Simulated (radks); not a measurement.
Values are calculated unless marked as measured or tabulated.
The vanadium ion V3+, configuration [Ar] 3d2 (the NIST ground configuration).

Code: a radial shooting solver on a logarithmic mesh with Libxc functionals. Model: non-relativistic Kohn-Sham, PBE, spin-polarised, spherical densities, point nucleus; open shells are filled with parallel spins first.

Energy parts (hartree):
part                       energy
total                  -941.75090
kinetic                 940.98650
electron-nucleus      -2207.59345
Hartree                 368.85002
exchange-correlation    -43.99398

Orbitals (lengths in bohr, moments of r in powers of bohr):
| orbital | occ. | eigenvalue (hartree) | <r^2> |
|---|---|---|---|
| 1s down | 1 | -196.9797 | 0.006032 |
| 1s up | 1 | -196.9793 | 0.006032 |
| 2s up | 1 | -23.16604 | 0.1143 |
| 2s down | 1 | -23.13510 | 0.1141 |
| 2p up | 3 | -19.73760 | 0.09330 |
| 2p down | 3 | -19.71415 | 0.09304 |
| 3s up | 1 | -3.80928 | 1.024 |
| 3s down | 1 | -3.72482 | 1.027 |
| 3p up | 3 | -2.86982 | 1.158 |
| 3p down | 3 | -2.78674 | 1.166 |
| 3d up | 2 | -1.39910 | 1.690 |
| 3d down | 0 | -1.32018 | 1.743 |

The highest occupied level is 3d up at -38.072 eV. Virial ratio -V/T = 2.00081.
